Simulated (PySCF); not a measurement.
An equivalent PySCF input for Ne (neon, neutral), [Ne], closed-shell 1S, with no relativity, point nucleus:

```python
from pyscf import gto, scf, dft, mp, cc
import basis_set_exchange as bse
mol = gto.M(atom="Ne 0 0 0", charge=0, spin=0, symmetry="D2h",
            basis=gto.basis.parse(bse.get_basis("6-31G*", elements=["Ne"], fmt="nwchem", header=False)))
mf = dft.UKS(mol, xc="B88,P86")
mf.irrep_nelec = {'Ag': (2, 2), 'B1u': (1, 1), 'B2u': (1, 1), 'B3u': (1, 1)}
mf.kernel()
```

It reaches the same state as the run whose output follows, with an energy that differs only through the grid. The run itself started from symmetry-adapted Hartree-Fock orbitals and held the occupation by maximum overlap, on a logarithmic radial grid, so the iterations belong to that start.

```
SCF conv_tol = 1e-09
number electrons alpha = 5  beta = 5
XC functionals = B88,P86
    A. D. Becke.,  Phys. Rev. A 38, 3098 (1988)
    J. P. Perdew.,  Phys. Rev. B 33, 8822 (1986)
cycle= 1 E= -128.887740532531  delta_E= -0.000643  |g|= 0.0124  |ddm|= 0.0313
cycle= 2 E= -128.887731874069  delta_E= 8.66e-06  |g|= 0.0136  |ddm|= 0.011
cycle= 3 E= -128.887776826128  delta_E= -4.5e-05  |g|= 5.85e-05  |ddm|= 0.00582
cycle= 4 E= -128.887776826959  delta_E= -8.31e-10  |g|= 3.08e-09  |ddm|= 2.49e-05
converged SCF energy = -128.887776826959  <S^2> = 8.8817842e-16  2S+1 = 1
```
